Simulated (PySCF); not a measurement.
## Unknown compound

An unknown has the formula C₈H₁₁BO. Its calculated NMR data are:

1H NMR (400 MHz, computed): δ 8.51 (m, 1H), 7.89 (d, 1H), 7.88 (m, 1H), 7.46 (m, 1H), 6.96 (d, 1H), 6.25 (br, 1H), 3.72 (q, 2H), 1.55 (t, 3H).

13C{1H} NMR (computed): δ 176.0, 166.8, 149.4, 143.5, 143.3, 127.2, 63.1, 16.9.

- coordinates at the PBE0-D3(BJ)/def2-SVP level
- NMR shieldings at PBE0/pcSseg-1/GIAO
- run in PySCF 2.14
- a single conformation, no relativistic terms, in vacuum, equivalent nuclei averaged

Chemical shifts δ = σref − σ; 1H (σref 31.27) and 13C (σref 184.41) vs TMS, all at this level.

Question: Which candidate is it?
A. CCCC#CC#CBOC
B. COC1=CC=CC=CB1C
C. CCOC1=CBC=CC=C1

Answer: C. 

1. 8 carbon signals for 8 carbons: no two carbons are equivalent.
2. Carbon types of the structure: 1 × C, 5 × CH, 1 × CH2, 1 × CH3, leaving 1 H on heteroatoms.
3. δC 176.0: alkene carbon bearing oxygen; an sp2 carbon further deshielded by the attached heteroatom.
4. δC 166.8, 149.4, 143.3, 127.2: alkene CH.
5. δC 143.5: β carbon of an enol-ether or enamine type C=C.
6. δC 63.1: sp3 CH2 bonded to O; pulled downfield by the heteroatom.
7. δH 8.51, 7.88, 7.46, 6.96: hydrogen on an alkene CH.

The others: CCCC#CC#CBOC would give 5 signals for carbon-bound and other non-exchanging H, not 8; COC1=CC=CC=CB1C would give 7 signals for carbon-bound and other non-exchanging H, not 8.

Hydrogens on boron are broadened and split by 11B (spin 3/2, 80 %) and 10B (spin 3). A carbon bonded to boron is broadened by the quadrupolar boron nucleus and is often missing from a measured spectrum. Shifts are as computed. Against solution values, carbons near 30 ppm lie about +2 ppm off and those near 130 ppm about +5 ppm. Of 1313 compounds with measured shifts, 239 miss one by over three times the rms of a fit or turn the order of signals round; such compounds aren't used in these exercises. No couplings were computed; multiplicities are counted from neighbouring protons, with m where these are inequivalent, close in shift, in a saturated or five-membered ring or joined by F or P, and br s for small geminal =CH2 splittings.
